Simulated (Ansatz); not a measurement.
One change: `[F][Ga]([Cl])[GeH3]` becomes `[F][Ga]([F])[Cl]`.

Ansatz, PBE0-D4/def2-TZVP geometries, multiplicity 1. 

Scalar relativity is left out up to krypton.

| property | `[F][Ga]([Cl])[GeH3]` |
| --- | --- |
| HOMO energy (ωB97M-V/def2-TZVPP) / eV | -10.67 |
| HOMO–LUMO gap (ωB97M-V/def2-TZVPP) / eV | 10.64 |
| HOMO energy (PBE0/def2-TZVPP) / eV | -8.63 |
| LUMO energy (PBE/def2-TZVPP) / eV | -2.52 |
| LUMO energy (ωB97M-V/def2-TZVPP) / eV | -0.03 |
| HOMO energy (PBE/def2-TZVPP) / eV | -7.42 |

(1) Give the same properties after the change, and the shifts. (Best estimate.)

## Answers

(1) Computed: 
```
                               property  `[F][Ga]([F])[Cl]`  shift
  HOMO energy (ωB97M-V/def2-TZVPP) / eV              -12.39  -1.72
HOMO–LUMO gap (ωB97M-V/def2-TZVPP) / eV               12.23   1.59
     HOMO energy (PBE0/def2-TZVPP) / eV              -10.09  -1.46
      LUMO energy (PBE/def2-TZVPP) / eV               -3.13  -0.61
  LUMO energy (ωB97M-V/def2-TZVPP) / eV               -0.16  -0.13
      HOMO energy (PBE/def2-TZVPP) / eV               -8.58  -1.16
```

With PBE0 the HOMO falls by 1.46 eV and the LUMO falls by 0.35 eV, so the gap widens by about 1.11 eV. PBE moves the HOMO by -1.16 eV and ωB97M-V by -1.72 eV.
